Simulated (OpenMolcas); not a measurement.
# Kr V: effect of the active space

* Program: OpenMolcas 26.06
* Method: CASSCF or its RAS form
* Basis: ANO-RCC
* Scalar Hamiltonian: DKH2, point nucleus
* Spin-orbit coupling: RASSI with atomic mean-field integrals over the reference wave functions, term energies averaged over their components

A. 4 electrons in 8 orbitals (4s 4p 5s 5p); 2S+1 = 3 even, 3 roots; 2S+1 = 1 even, 11 roots; 2S+1 = 5 odd, 1 root; 2S+1 = 3 odd, 9 roots; 2S+1 = 1 odd, 8 roots; cost about 70 core-seconds
B. 2 electrons in 9 orbitals (RAS2 4p; RAS3 4d 5s, at most 1 electron); 2S+1 = 3 even, 3 roots; 2S+1 = 1 even, 6 roots; 2S+1 = 3 odd, 18 roots; 2S+1 = 1 odd, 18 roots; cost about 90 core-seconds
C. 4 electrons in 9 orbitals (RAS2 4s 4p; RAS3 4d, at most 2 electrons); 2S+1 = 3 even, 6 roots; 2S+1 = 1 even, 12 roots; 2S+1 = 5 odd, 1 root; 2S+1 = 3 odd, 9 roots; 2S+1 = 1 odd, 8 roots; cost about 2 core-minutes

Energies in cm⁻¹ above 4s² 4p² ³P₀, the measured ground level; measured values from Saloman, J. Phys. Chem. Ref. Data 36, 215 (2007).

| Level | A | B | C | Measured |
| --- | --- | --- | --- | --- |
| 4s² 4p² ³P₀ | 0.0 | 0.0 | 0.0 | 0.0 |
| 4s² 4p² ³P₁ | 3309 | 3189 | 3189 | 3743 |
| 4s² 4p² ³P₂ | 7032 | 7008 | 6888 | 7595 |
| 4s² 4p² ¹D₂ | 21841 | 21956 | 21130 | 19723 |
| 4s² 4p² ¹S₀ | 37186 | 45655 | 41481 | 39204 |

Deviations, from unrounded energies. A percentage is the sum of absolute deviations over the sum of measured energies, with the sign that they share, or ± where signs differ.

| Against measurement | Levels | A | B | C |
| --- | --- | --- | --- | --- |
| mean absolute deviation (cm-1) | 4 | 1300 | 2500 | 1200 |
| fine structure of the ground term (%) | 2 | -8.8 | -10.1 | -11.1 |
| other terms of the ground configuration (%) | 2 | ±7.0 | +14.7 | +6.3 |

A, C lie about equally close to measurement and B furthest from it. The largest miss of C in the table is 4s² 4p² ¹S₀, by +2300 cm-1. The ranking rests on the paired levels alone, and a cruder setting can come out closer through cancelling errors.

Among A to C the level of the table that moves most is 4s² 4p² ¹S₀, by 8500 cm-1 (lowest in A, highest in B).

Active for correlation alone: 5p 5s; no level in the range computed is led by a configuration that fills them, so any true level of that kind is missing (holds for A). With the s shell closed, the reference lacks s² → p² mixing (holds for B). Active for correlation alone: 4d; no level in the range computed is led by a configuration that fills it, so any true level of that kind is missing (holds for C). Measured partners are found by configuration, term and J. A level has none where our copy of the source lacks it or the pairing is in doubt (some pairs that miss far off the trend of their configuration count as doubtful), and it then counts in no deviation. Only configurations of the active space appear. Levels that lie high or do not pair safely by name in every column are left out.
